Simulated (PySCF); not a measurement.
Two-component Hartree-Fock for Nd²⁹⁺ (neodymium, charge +29)

Start: [Ar] 3d10 4s2 4p1; 4p3/2 filled at m_j = +3/2. Calculated with PySCF 2.14 in an uncontracted even-tempered set (17 s from 2.6 bohr⁻², ratio 2.8; 13 p from 3.4 bohr⁻², ratio 2.8; 8 d from 6 bohr⁻², ratio 2.8; 4 f from 15 bohr⁻², ratio 3): generalised Hartree-Fock with the X2C-1e Hamiltonian and a Gaussian nucleus; one run each with spin-orbit coupling (SO) screened by Boettger's factors, then bare. This is a chosen level, not necessarily the ground level.

```json
{"spinor shell": "1s1/2", "electrons": "2", "ε, screened SO (eV)": "-44821.5", "ε, bare SO (eV)": "-44821.0", "weight of nominal j (bare SO)": "1.000", "rms radius, bare SO (bohr)": "0.0269"}
{"spinor shell": "2s1/2", "electrons": "2", "ε, screened SO (eV)": "-8214.9", "ε, bare SO (eV)": "-8214.7", "weight of nominal j (bare SO)": "1.000", "rms radius, bare SO (bohr)": "0.109"}
{"spinor shell": "2p1/2", "electrons": "2", "ε, screened SO (eV)": "-7815.8", "ε, bare SO (eV)": "-7830.0", "weight of nominal j (bare SO)": "1.000", "rms radius, bare SO (bohr)": "0.0935"}
{"spinor shell": "2p3/2", "electrons": "4", "ε, screened SO (eV)": "-7290.7", "ε, bare SO (eV)": "-7285.3", "weight of nominal j (bare SO)": "1.000", "rms radius, bare SO (bohr)": "0.0997"}
{"spinor shell": "3s1/2", "electrons": "2", "ε, screened SO (eV)": "-2573.5", "ε, bare SO (eV)": "-2573.5", "weight of nominal j (bare SO)": "1.000", "rms radius, bare SO (bohr)": "0.280"}
{"spinor shell": "3p1/2", "electrons": "2", "ε, screened SO (eV)": "-2401.4", "ε, bare SO (eV)": "-2404.3", "weight of nominal j (bare SO)": "1.000", "rms radius, bare SO (bohr)": "0.271"}
{"spinor shell": "3p3/2", "electrons": "4", "ε, screened SO (eV)": "-2290.9", "ε, bare SO (eV)": "-2289.8", "weight of nominal j (bare SO)": "1.000", "rms radius, bare SO (bohr)": "0.283"}
{"spinor shell": "3d3/2", "electrons": "4", "ε, screened SO (eV)": "-2003.2", "ε, bare SO (eV)": "-2006.2", "weight of nominal j (bare SO)": "1.000", "rms radius, bare SO (bohr)": "0.253"}
{"spinor shell": "3d5/2", "electrons": "6", "ε, screened SO (eV)": "-1979.5", "ε, bare SO (eV)": "-1977.7", "weight of nominal j (bare SO)": "1.000", "rms radius, bare SO (bohr)": "0.257"}
{"spinor shell": "4s1/2", "electrons": "2", "ε, screened SO (eV)": "-1146.2", "ε, bare SO (eV)": "-1146.2", "weight of nominal j (bare SO)": "1.000", "rms radius, bare SO (bohr)": "0.601"}
{"spinor shell": "4p3/2", "electrons": "1", "ε, screened SO (eV)": "-1056.7", "ε, bare SO (eV)": "-1056.4", "weight of nominal j (bare SO)": "1.000", "rms radius, bare SO (bohr)": "0.617"}
```

```json
{"quantity": "E (hartree)", "screened SO": "-9188.81932", "bare SO": "-9189.17048"}
{"quantity": "M_J", "screened SO": "3/2", "bare SO": "3/2"}
{"quantity": "⟨J²⟩", "screened SO": "3.752", "bare SO": "3.752"}
{"quantity": "⟨L²⟩", "screened SO": "2.024", "bare SO": "2.027"}
{"quantity": "⟨S²⟩", "screened SO": "0.774", "bare SO": "0.776"}
```

Each row is a mean over spinors that exchange with the open shell spreads, by up to 9.462 eV (4s1/2).

Breit and QED terms are absent; they matter most for the inner s and p1/2 levels.

Densities and radii are taken from the X2C orbitals without a picture-change correction, which distorts them close to the nucleus.
